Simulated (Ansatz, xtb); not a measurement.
# Relative energy of two isomers of C4H4BN3

We compare X, `Bn1nccc1C#N`, a singlet, with Y, `Bn1ccc(C#N)n1`, a singlet. Both are isolated molecules in the gas phase, relaxed with PBE0-D3(BJ)/def2-SVP; the shapes shown needn't be the lowest conformers.

X (Å):

| atom | x (Å) | y (Å) | z (Å) |
| --- | --- | --- | --- |
| C | -0.5038 | 1.9932 | -0.2275 |
| C | 0.7595 | 1.4014 | 0.0544 |
| C | 0.4561 | 0.0951 | 0.3458 |
| C | 1.3166 | -0.9752 | 0.7032 |
| B | -1.7097 | -1.2273 | 0.4416 |
| N | -0.9217 | -0.0485 | 0.2338 |
| N | -1.4833 | 1.1304 | -0.1184 |
| N | 2.0382 | -1.8349 | 0.9936 |
| H | -1.1272 | -2.2297 | 0.7525 |
| H | -2.8943 | -1.1340 | 0.2917 |
| H | -0.7107 | 3.0265 | -0.5058 |
| H | 1.7447 | 1.8601 | 0.0462 |

Y (Å):

| atom | x (Å) | y (Å) | z (Å) |
| --- | --- | --- | --- |
| C | -0.9596 | 0.7136 | -0.5600 |
| C | 0.2816 | 1.2732 | -0.5082 |
| C | 0.9592 | 0.5010 | 0.4909 |
| C | 2.3058 | 0.6773 | 0.9351 |
| B | -2.0955 | -1.1871 | 0.6439 |
| N | -0.9921 | -0.3191 | 0.3559 |
| N | 3.4011 | 0.8519 | 1.2683 |
| N | 0.1910 | -0.4415 | 0.9961 |
| H | -1.9475 | -2.0364 | 1.4753 |
| H | -3.1074 | -0.9993 | 0.0213 |
| H | -1.8326 | 0.9498 | -1.1638 |
| H | 0.6758 | 2.1068 | -1.0826 |

Task: Estimate E(Y) − E(X) at the level CCSD(T)/def2-SVP + ΔMP2/def2-TZVPP.

Result: Too close to call at this level: CCSD(T)/def2-SVP + ΔMP2/def2-TZVPP gives E(Y) − E(X) = −2.37 kJ/mol.

How the difference moves with the method:

| level | geometry | E(Y) − E(X) (kJ/mol) | departure from the last row (kJ/mol) | job, with rough time for the two |
| --- | --- | --- | --- | --- |
| GFN2-xTB | GFN2-xTB | +4.11 | +6.48 | optimisation, 0.17 s |
| HF/STO-3G | GFN2-xTB | −4.65 | −2.28 | single point, 0.64 s |
| r2SCAN-D4/def2-SVP | GFN2-xTB | +1.88 | +4.25 | single point, 4.1 s |
| PBE0-D3(BJ)/def2-SVP | PBE0-D3(BJ)/def2-SVP | −0.84 | +1.53 | optimisation, 47 s |
| HF/def2-SVP | PBE0-D3(BJ)/def2-SVP | −8.56 | −6.19 | part of the CCSD(T) run |
| MP2/def2-SVP | PBE0-D3(BJ)/def2-SVP | −2.43 | −0.06 | part of the CCSD(T) run |
| CCSD(T)/def2-SVP | PBE0-D3(BJ)/def2-SVP | −3.77 | −1.40 | single point |
| CCSD(T)/def2-SVP + ΔMP2/def2-TZVPP | PBE0-D3(BJ)/def2-SVP | −2.37 |  | single point, 65 s |

As drawn, both hold the same kinds of bond in the same numbers.

The largest departure from CCSD(T)/def2-SVP + ΔMP2/def2-TZVPP is that of GFN2-xTB, 6.48 kJ/mol. The last row adds to CCSD(T) the change of the MP2 difference between the two basis sets, here +1.40 kJ/mol.

With thermal terms from frequencies at re-optimised GFN2-xTB minima (ideal gas, soft modes damped towards free rotors, one conformer each, 298.15 K, 1 atm): on the last row, ΔE + ΔZPE = −2.40, ΔH = −2.36, ΔG = −2.54 kJ/mol.

The correlated steps freeze 8 core orbitals. Codes used: Ansatz 0.2.0, xtb 6.7.1; the last row on 2 threads of Intel(R) Xeon(R) Platinum 8375C CPU @ 2.90GHz (Ice Lake) on a shared host.
